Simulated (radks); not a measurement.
Sm II, 61 electrons, occupied as [Kr] 4d10 4f6 5s2 5p5 6s1 7s1 (not the ground configuration). Method: Dirac Kohn-Sham, BLYP, spin-unpolarised, spherical densities, point nucleus; open shells are shared between the two j in proportion to 2j + 1; computed with a radial shooting solver on a logarithmic mesh with Libxc functionals.

Normalised radial functions P(r) = r R(r) (large component), r in bohr:

```
   r/bohr * 5p1/2 (the largest magnitude, 0.922, reaches the edge; | marks zero)
 0.003496                             *
 0.004135                             *
 0.004852                             |*
 0.005694                             |*
 0.006736                             |*
 0.007905                             |*
 0.009276                             |*
  0.01097                             | *
  0.01288                             | *
  0.01523                             |  *
  0.01788                             |  *
  0.02098                             |   *
  0.02482                             |    *
  0.02912                             |    *
  0.03417                             |     *
  0.04043                             |     *
  0.04744                             |     *
  0.05567                             |     *
  0.06586                             |    *
  0.07728                             |  *
  0.09142                             *
   0.1073                          *  |
   0.1259                       *     |
   0.1489                     *       |
   0.1748                    *        |
   0.2051                     *       |
   0.2426                        *    |
   0.2847                             |*
   0.3368                             |      *
   0.3952                             |           *
   0.4638                             |             *
   0.5487                             |           *
   0.6439                             |    *
   0.7556                         *   |
   0.8938               *             |
    1.049       *                     |
    1.231   *                         |
    1.456  *                          |
    1.709     *                       |
    2.021          *                  |
    2.372                *            |
    2.784                     *       |
    3.293                         *   |
    3.864                           * |
    4.535                            *|
    5.364                             *
    6.295                             *
    7.387                             *
    8.738                             *
    10.25                             *
    12.13                             *
    14.24                             *
    16.71                             *
    19.76                             *
    23.19                             *
```

5p1/2: eigenvalue -39.144 eV, 3 radial nodes at r = 0.0939, 0.280, 0.711 bohr, <r> = 1.56 bohr, 90 % of the charge inside 2.28 bohr.
